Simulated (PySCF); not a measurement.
Electron correlation in Sr⁻ (strontium, charge -1)

[Kr] 4d1 5s2, 2D determinant. Computed with PySCF 2.14 in def2-TZVPPD with the def2 core potential (28 electrons) (6s4p3d1f, 40 functions), with a scalar-relativistic core potential. Frozen: nothing; 11 electrons correlated.

```tsv
level	correlation energy (mhartree)
CCSD	-235.20
(T)	-11.29
CCSD(T)	-246.49
```

Diagnostics: T1 = 0.030, D1 = 0.1218, largest double amplitude 0.264.

The configuration of this anion was assumed by filling the next shell in order. It is not the known or likely ground configuration (Ca⁻, Sr⁻ and Ba⁻, for instance, bind a p electron), so these values are not the electron affinity of the element. T1 exceeds 0.03, a sign that the reference determinant is poor. A double-excitation amplitude exceeds 0.15, a sign of near-degeneracy.

Cost of the coupled-cluster step: roughly 5 core-seconds, for 11 correlated electrons.

The basis has no tight functions for the innermost shells, so their pair energies are far from complete.

This basis was not built for core-valence correlation, so the inner-shell part is incomplete.
